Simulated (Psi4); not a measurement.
Conformational energy of C3H10OSi, SMILES CO[SiH2]CC, singlet. Scanned: dihedral C2–Si3–O4–C5; all other coordinates were relaxed at GFN2-xTB. Points at φ and −φ are mirror images.

Geometry of the scan point at 30° (Å):
```
15

C     -2.5398    -0.7416     0.0629
C     -1.4605     0.3320     0.1519
Si     0.3049    -0.3806     0.2492
O      1.4521     0.7692     0.1978
C      1.4467     2.0957     0.6286
H     -3.5325    -0.2963     0.0129
H     -2.3950    -1.3541    -0.8237
H     -2.5017    -1.3943     0.9315
H     -1.5489     0.9893    -0.7175
H     -1.6600     0.9553     1.0280
H      0.6700    -1.1746    -0.9170
H      0.4106    -1.1307     1.5089
H      2.2753     2.6118     0.1407
H      0.5109     2.5956     0.3691
H      1.5841     2.1486     1.7122
```

Computed with PBE-D3(BJ)/def2-TZVP // GFN2-xTB (Psi4).

Scanned values (°): -150, -120, -90, -60, -30, 0, 30, 60, 90, 120, 150, 180.

### Question
Describe the profile: where are the wells and the tops?

### Answer
Lower than their neighbours: -60° (3.7 kJ/mol), 60° (3.7 kJ/mol), 180° (0.0 kJ/mol). Higher than their neighbours: -120° (4.6 kJ/mol), 0° (7.7 kJ/mol), 120° (4.6 kJ/mol). The whole profile spans 7.7 kJ/mol.
